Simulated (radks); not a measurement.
All-electron atom: Te5+ in [Kr] 4d10 5s1. Method: Dirac Kohn-Sham, PBE, spin-unpolarised, spherical densities, finite nucleus; Fermi nuclear charge, rms radius 4.7423 fm; computed with a radial shooting solver on a logarithmic mesh with Libxc functionals.

Normalised radial functions P(r) = r R(r) (large component), r in bohr:

```
   r/bohr * 4d3/2 (the largest magnitude, 1.13, reaches the edge; | marks zero)
 0.002541                             *
 0.003821                             *
 0.005793                             *
 0.008781                             *
  0.01321                             *
  0.02002                             *
  0.03035                             |*
  0.04563                             | *
  0.06917                             |    *
   0.1049                             |        *
   0.1577                             |             *
    0.239                             |            *
   0.3624                             *
   0.5449          *                  |
    0.826  *                          |
    1.252           *                 |
    1.883                      *      |
    2.854                            *|
    4.327                             *
```

4d3/2: eigenvalue -99.715 eV, 1 radial node at r = 0.362 bohr, <r> = 0.946 bohr, 90 % of the charge inside 1.44 bohr.
